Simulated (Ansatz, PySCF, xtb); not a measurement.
Complex: CH4O (SMILES CO) (first 6 atoms) with CH6Si (SMILES C[SiH3]); geometry from B3LYP-D3(BJ)/def2-TZVP, rigid monomers moved along the line of their centres of mass till O2···Si8 is 3.79 Å.
(charge 0, multiplicity 1):
```xyz
14

C      0.33690    -0.27053    -0.27642
O      0.52993     0.78422     0.65793
H     -0.21442    -1.10857     0.16176
H      1.32678    -0.62097    -0.56478
H     -0.18588     0.07090    -1.17587
H     -0.33090     1.10812     0.94283
C      1.27523     0.30220     4.48462
Si    -0.44450    -0.34987     4.14235
H      1.74346     0.60843     3.54886
H      1.89501    -0.46550     4.95173
H      1.24060     1.16221     5.15597
H     -1.29776     0.69254     3.51188
H     -1.11842    -0.76297     5.39937
H     -0.41312    -1.52318     3.23649
```

Counterpoise-corrected where a basis set is named; no monomer relaxation.

Programs: Ansatz (an electronic-structure program); PySCF for the dispersion terms; xtb for the GFN methods. Each number belongs to the level named beside it.

```json
[
 {"level": "GFN-FF", "interaction energy (kcal/mol)": "-0.89"},
 {"level": "GFN1-xTB", "interaction energy (kcal/mol)": "-2.35"},
 {"level": "HF/aug-cc-pV(D+d)Z", "interaction energy (kcal/mol)": "-0.77"},
 {"level": "PBE/def2-TZVPPD", "interaction energy (kcal/mol)": "-1.44"},
 {"level": "PBE-D3(BJ)/def2-TZVPPD", "interaction energy (kcal/mol)": "-2.38"},
 {"level": "PBE-D4/def2-TZVPPD", "interaction energy (kcal/mol)": "-2.37"},
 {"level": "B3LYP/def2-TZVPPD", "interaction energy (kcal/mol)": "-0.79"},
 {"level": "B3LYP-D3(BJ)/def2-TZVPPD", "interaction energy (kcal/mol)": "-2.19"},
 {"level": "PBE0/def2-TZVPPD", "interaction energy (kcal/mol)": "[?]"}
]
```

Question: Some entries are withheld; supply them.

Answer: 
- PBE0/def2-TZVPPD, interaction energy (kcal/mol): -1.34
